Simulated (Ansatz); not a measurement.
Basis sets compared for Cd5CuS4I4. Charge 0, multiplicity 2. Geometry PBE-D4/def2-SVP. Ansatz on 2 threads of AMD EPYC 7R13 on a shared host and a share (18 GiB) of an NVIDIA H100 80GB HBM3; times are rough, and most runs start from earlier orbitals.

| atom | x (Å) | y (Å) | z (Å) |
| --- | --- | --- | --- |
| Cu1 | 1.408 | 0.474 | 1.601 |
| Cd2 | 0.355 | -2.449 | 0.460 |
| Cd3 | -1.842 | 0.940 | 0.243 |
| Cd4 | 0.433 | 3.115 | 0.287 |
| Cd5 | -1.027 | -0.736 | -2.308 |
| Cd6 | 1.789 | 0.516 | -1.203 |
| S7 | -0.589 | -0.471 | 1.902 |
| S8 | 2.664 | 2.078 | 0.589 |
| S9 | 1.180 | -1.754 | -1.995 |
| S10 | -0.460 | 1.831 | -1.835 |
| I11 | 2.799 | -1.739 | 1.922 |
| I12 | -1.061 | -4.731 | 0.223 |
| I13 | -2.009 | 3.634 | 1.495 |
| I14 | -3.641 | -0.706 | -1.381 |

In the def2 sets Cd, I take a core potential; there is no spin–orbit coupling. Single mean-field runs in def2-TZVP are fitted with def2-universal-jkfit.

Binding counts from free atoms (Cu doublet, Cd singlet, S triplet, I doublet) in the same basis, without a counterpoise term.

| level | functions | energy (Eh) | HOMO (eV) | LUMO (eV) | binding per atom (eV) | wall time |
| --- | --- | --- | --- | --- | --- | --- |
| PBE-D4/def2-SVP | 362 | -5261.6560 | -5.81 | -5.73 | 2.18 | 8 s |
| PBE0-D4/def2-SVP | 362 | -5261.8470 | -6.55 | -5.34 | 2.14 | 8.5 s |

Task: Estimate the rows for PBE-D4/def2-TZVP (with forces), PBE0-D4/def2-TZVP.

Result: 
```json
{"level": "PBE-D4/def2-TZVP (with forces)", "functions": "593", "energy (Eh)": "-5262.6870", "HOMO (eV)": "-5.84", "LUMO (eV)": "-5.72", "binding per atom (eV)": "2.10", "wall time": "13 s"}
{"level": "PBE0-D4/def2-TZVP", "functions": "593", "energy (Eh)": "-5262.8549", "HOMO (eV)": "-6.60", "LUMO (eV)": "-5.23", "binding per atom (eV)": "2.08", "wall time": "12 s"}
```
